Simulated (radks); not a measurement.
Values are calculated unless marked as measured or tabulated.
Q: These are the eigenvalues of the occupied orbitals of an atom or ion with whole-number occupations (Ry). Code: a radial shooting solver on a logarithmic mesh with Libxc functionals. Model: non-relativistic Kohn-Sham, BLYP, spin-polarised, spherical densities, point nucleus.

1s: -797.8900
2s: -101.8875
2p: -91.12917
3s: -15.54400
3p: -11.97849
3d: -5.76983

Which element is it, and in what charge state? The configuration may be excited. Open shells, if any, are filled with parallel spins first.

A: Z = 32, germanium, charge +4: Ge4+ in [Ar] 3d10. The list shows which subshells hold electrons but not how many an open one holds; the 1s level, -398.94 hartree, gives Z - s = 28.2 by -(Z - s)^2/2, which with screening narrows Z to a few neighbours, and the depths of the outer levels then fix element, charge and occupations together.
